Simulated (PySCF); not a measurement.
Computed IR spectrum (relative IR intensity) of a molecule C5H8NO, multiplicity 2. Coordinates come from a PBE0-D3(BJ)/def2-SVP optimisation. One conformer was computed; it need not be the lowest. Calculation: PBE0-D3(BJ)/def2-SVP (PySCF). No scaling factor is applied to the harmonic values.

Lines under 2 % of the strongest are left out, and lines within 2 cm⁻¹ are merged.

ν (cm⁻¹): 457 (w), 1078 (vw), 1142 (w), 1251 (w), 1298 (w), 1330 (vw), 1391 (w), 1418 (w), 1460 (vw), 1468 (vw), 1488 (w), 1498 (m), 1866 (vs), 3011 (w), 3048 (w), 3086 (vw), 3104 (vw), 3131 (w) (against the strongest line: vs over 80 %, s over 45 %, m over 15 %, w over 4 %, vw less)

### Question
Identify the compound among the candidates.
A) CN1C[CH]CC1=O
B) CN1[CH]CCC1=O
C) [CH2]N1CCCC1=O
D) CN1CC[CH]C1=O

### Answer
B, CN1[CH]CCC1=O
